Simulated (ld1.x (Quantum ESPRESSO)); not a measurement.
**Transferability test, PAW potential for cadmium (Cd)**

Cd, PAW, made with ld1.x (Quantum ESPRESSO) 7.5 (PBE, scalar-relativistic). Core [Ar] 3d10 4s2, reference 4p6 4d10 5s2 5p0. Waves: 5s (bound): rcut 1.70, rcutus 2.25 bohr; 5s channel at -0.05 Ry: rcut 1.70, rcutus 2.25 bohr; 4p (bound): rcut 1.75, rcutus 2.00 bohr; 5p (bound, empty): rcut 1.75, rcutus 2.00 bohr; 4d (bound): rcut 1.55, rcutus 2.05 bohr; 4d channel at 0.35 Ry: rcut 1.55, rcutus 2.05 bohr. Local part: all-electron potential smoothed inside 1.90 bohr (lloc = -1). Core correction: Bessel-smoothed model core, default radius (core density twice the valence density). Augmentation charge: PSQ, inside the norm-conserving radii.

Energies are relative to the spin-unpolarised reference configuration 4p6 4d10 5s2 5p0; without spin polarisation the order of configurations can differ from experiment. Not all tests gave a result: test run stopped at test 5 of 7 (negative rho). The frozen-core shift is the all-electron ΔE with the core orbitals held at their reference shape minus the fully relaxed ΔE.

Q: Give the all-electron excitation energy and the error of the potential for: 4p6 4d10 5s1 5p0; 4p6 4d10 5s0 5p0; 4p6 4d9 5s0 5p0; 4p5 4d10 5s2 5p0.

A:

```tsv
valence configuration	charge	ΔE all-electron (eV)	error AE − PS (meV)	frozen-core shift (meV)
4p6 4d10 5s1 5p0	+1	9.272	-2.1	+2.0
4p6 4d10 5s0 5p0	+2	26.398	-7.1	+5.2
4p6 4d9 5s0 5p0	+3	64.407	-24	+15
4p5 4d10 5s2 5p0	+1	74.200	-112	+58
```

Levels in the configuration 4p6 4d10 5s1 5p0:

```csv
level,all-electron (eV),pseudo (eV)
4p,-75.820,-75.808
4d,-20.510,-20.503
5s,-13.058,-13.059
```
